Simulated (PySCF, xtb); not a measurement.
C2H5FO2Si, SMILES O=CC[Si@H](O)F.

GFN2-xTB (xtb 6.7.1) at its own geometry gives an orbital gap of 3.80 eV and a dipole moment of 2.56 D.

The structure is a stationary point at B3LYP-D3(BJ)/def2-SVP. The structure was generated by enumeration; whether it is a known compound was not checked. One conformer was computed; it need not be the lowest.

**Question.** What does PySCF with HF/def2-TZVP give? (An estimate is asked for; the answer gives what the named calculation found.)

**Answer.** gap 14.69 eV (levels -11.95 and 2.74 eV), dipole 3.91 D.
